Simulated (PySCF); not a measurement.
Species: C2H6GeN2.
Atom-mapped SMILES: `[H]/[N:5]=[CH:4]\[GeH2:3][N:2]=[CH2:1]` (hydrogens: H6, H7 on C1; H8, H9 on Ge3; H10 on C4; H11 on N5)

Computed by this run: PBE0-D3(BJ)/def2-SVP geometry optimisation, gas phase (PySCF); density fitting, grid level 1; the optimiser is geomeTRIC in internal coordinates, started from a GFN2-xTB structure with every atom displaced at random (about 0.01 Å).

Geometry at step 0:
```
atom  x, y, z in Å
C1      2.2952   -0.3507    0.6397
N2      1.2303    0.3675    0.6454
Ge3    -0.1233    0.5978   -0.5759
C4     -1.7117   -0.0122    0.3640
N5     -2.7003   -0.6952   -0.0915
H6      2.9214   -0.3151    1.5058
H7      2.6141   -0.9585   -0.1947
H8     -0.0921    2.0949   -0.7692
H9      0.0519   -0.0674   -1.9097
H10    -1.8246    0.2808    1.4221
H11    -2.6228   -0.9677   -1.0518
```

**Question.** What forces act on the atoms?

**Answer.** 
```
atom  Fx (eV/Å)  Fy (eV/Å)  Fz (eV/Å)
  C1     -2.586      1.649     -0.528
  N2      1.400     -0.941      0.501
 Ge3      0.465      0.126      0.547
  C4     -1.525     -0.737     -0.427
  N5      0.554      0.733      1.554
  H6      0.865     -0.120      0.965
  H7      0.351     -0.637     -0.688
  H8     -0.197      0.537     -0.091
  H9      0.003     -0.561     -0.752
 H10      0.276      0.104      0.056
 H11      0.394     -0.152     -1.138
```

The largest, 3.11 eV/Å, acts on C1; the rms over all components is 0.872 eV/Å. The forces sum to zero within rounding, as they must for an isolated molecule in no field.

**Question.** Give the force on C1 in Eh/bohr and in nN.

**Answer.** 3.112 eV/Å ÷ 51.422 = 0.06052 Eh/bohr, and 3.112 eV/Å × 1.602 = 4.99 nN.

**Question.** How far is this geometry from the end of the optimisation?

**Answer.** 0.222 eV above it, and 0.195 Å rms away after alignment. The bonds farthest from their final lengths, with half the difference of the two atoms' forces along the bond (positive lengthens):

```tsv
bond	now (Å)	final (Å)	force along bond (eV/Å)
Ge3–H9	1.501	1.552	+0.70
C1–H6	1.069	1.107	+1.59
C1–H7	1.080	1.112	+1.14
Ge3–H8	1.510	1.538	+0.24
N5–H11	1.001	1.028	+1.41
Ge3–C4	1.944	1.968	+0.71
```

The angle farthest from its final value is C1–N2–Ge3, 132.7° against 121.3°.

Of the 6 listed bonds off by 0.010 Å or more, this force points towards the final length in 6.

The cost below is that of the whole optimisation. Time: 48 s of wall time; peak memory 0.49 GiB. Hardware: an Arm Neoverse V1 with one thread, no GPU, shared host with 32 logical CPUs at a one-minute load of 24.
